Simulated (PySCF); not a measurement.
F2La, charge +1, singlet, at a GFN2-xTB geometry (such geometries of metal compounds can be far from the true shape) (the multiplicity is a formal guess) (core potentials on La); DF-HF/def2-TZVP (PySCF).

Here is a job for PySCF.
```python
from pyscf import gto, scf

mol = gto.M(
    atom='''
La    0.339661    0.235568    0.069081
F    -1.548567    0.245262   -1.273320
F    -0.602619   -1.737191    0.835806
''',
    basis='def2-tzvp',
    ecp={'La': 'def2-tzvp'},
    charge=1,
    spin=0,
    verbose=5,
)

mf = scf.RHF(mol)
mf = mf.density_fit(auxbasis='def2-universal-jkfit')
mf.kernel()
mf.analyze()
```

It wrote (shortened):

```
PySCF version 2.14.0

[INPUT] verbose = 5
[INPUT] max_memory = 4000
[INPUT] num. atoms = 3
[INPUT] num. electrons = 28
[INPUT] charge = 1
[INPUT] spin (= nelec alpha-beta = 2S) = 0
[INPUT] symmetry False subgroup None
[INPUT] Mole.unit = angstrom
[INPUT] Symbol           X                Y                Z      unit          X                Y                Z       unit  Magmom
[...]
[INPUT] ---------------- BASIS SET ----------------
[INPUT] l, kappa, [nprim/nctr], expnt,             c_1 c_2 ...
[INPUT] F
[...]
                                5318.4728983      0.0016700686527
                                1210.4810975      0.0086733211476
                                342.8551814       0.035049933175
                                112.01943181      0.11165320133
                                40.714740248      0.25988506647
[...]
                                6.503818674       0.24998238551
[...]
                                18.594010743      0.04430314353
                                5.6867902653      0.16867248708
                                1.9511006294      0.36166346255
[...]
[INPUT] La
[...]
                                4.270978          0.85812466843
[...]
                                3.6808191615      0.1467503855
                                2.3265462081      -0.35581819167
                                0.64342629633     0.45834955229
[...]
                                0.89395340284     0.25139922933
                                0.33095767339     0.44603267053
[...]
nuclear repulsion = 59.3006480013227
number of shells = 36
number of NR pGTOs = 152
number of NR cGTOs = 102
basis = def2-tzvp
ecp = {'La': 'def2-tzvp'}

******** <class 'pyscf.df.df_jk.DFRHF'> ********
method = DFRHF
initial guess = minao
damping factor = 0
level_shift factor = 0
DIIS = <class 'pyscf.scf.diis.CDIIS'>
diis_start_cycle = 1
diis_space = 8
diis_damp = 0
SCF conv_tol = 1e-09
SCF conv_tol_grad = None
SCF max_cycles = 50
direct_scf = False
Set gradient conv threshold to 3.16228e-05
Initial guess from minao.
Density of valence part of ANO basis will be used as initial guess for La
******** <class 'pyscf.df.df.DF'> ********
auxbasis = def2-universal-jkfit
num shells = 95, num cGTOs = 381
size of aux basis 381
int3c2e [1/1], AO [0:36], nrow = 5253
E1 = -437.0037669413636  E2 = 154.52591960068267  Ecoul = 177.31059831409397  Exc = -22.784678713411296
init E= -223.177199339358
cond(S) = 414.85845144143553
[...]
  mo_energy =
[...]
converged SCF energy = -229.999885391162
Total Energy =                        -229.999885391162309
[...]
0 La 4f+0        0.00200   0.00018
0 La 4f+1       -0.00113   0.00052
0 La 4f+2       -0.00098   0.00150
0 La 4f+3       -0.00277  -0.00026
1 F 1s           0.00110  -0.00111
1 F 2s           0.00013   0.00011
1 F 3s          -0.06493   0.06749
1 F 4s           0.08000  -0.08023
1 F 5s           0.69890  -0.69851
1 F 2px          0.00005  -0.00011
1 F 2py          0.00003   0.00005
1 F 2pz          0.00001  -0.00011
1 F 3px         -0.00916   0.00721
1 F 3py          0.00044  -0.00047
1 F 3pz         -0.00688   0.00537
1 F 4px          0.00313  -0.00167
1 F 4py         -0.00078  -0.00045
1 F 4pz          0.00282  -0.00081
1 F 3dxy         0.00015   0.00024
1 F 3dyz        -0.00009   0.00006
1 F 3dz^2       -0.00010  -0.00016
1 F 3dxz         0.00120  -0.00113
1 F 3dx2-y2      0.00080  -0.00075
1 F 4dxy         0.00014   0.00027
1 F 4dyz        -0.00008   0.00009
1 F 4dz^2       -0.00009  -0.00017
1 F 4dxz         0.00168  -0.00160
1 F 4dx2-y2      0.00115  -0.00105
1 F 4f-3         0.00006   0.00006
1 F 4f-2         0.00002   0.00005
1 F 4f-1        -0.00003  -0.00000
1 F 4f+0        -0.00014   0.00004
1 F 4f+1         0.00007  -0.00009
1 F 4f+2         0.00013  -0.00021
1 F 4f+3         0.00012  -0.00005
2 F 1s          -0.00110  -0.00111
2 F 2s          -0.00012   0.00012
2 F 3s           0.06523   0.06777
2 F 4s          -0.07971  -0.07995
2 F 5s          -0.69896  -0.69857
2 F 2px         -0.00005  -0.00002
2 F 2py         -0.00004  -0.00014
2 F 2pz         -0.00001   0.00008
2 F 3px          0.00383   0.00303
2 F 3py          0.00948   0.00727
2 F 3pz         -0.00394  -0.00284
2 F 4px         -0.00086  -0.00112
2 F 4py         -0.00366  -0.00146
2 F 4pz          0.00193   0.00011
2 F 3dxy        -0.00094  -0.00060
2 F 3dyz         0.00070   0.00075
2 F 3dz^2        0.00051   0.00031
2 F 3dxz         0.00018   0.00041
2 F 3dx2-y2      0.00054   0.00074
2 F 4dxy        -0.00130  -0.00092
2 F 4dyz         0.00099   0.00106
2 F 4dz^2        0.00071   0.00049
2 F 4dxz         0.00033   0.00053
2 F 4dx2-y2      0.00084   0.00104
2 F 4f-3        -0.00001   0.00008
2 F 4f-2         0.00006   0.00013
2 F 4f-1         0.00005   0.00004
2 F 4f+0        -0.00012  -0.00007
2 F 4f+1         0.00009  -0.00003
2 F 4f+2        -0.00005  -0.00014
2 F 4f+3         0.00018   0.00010

WARN: System has nonzero charge 1; the dipole moment is origin-dependent.
Location of origin: [0. 0. 0.]

Dipole moment(X, Y, Z, Debye): 10.36993,  7.19194,  2.10906
```
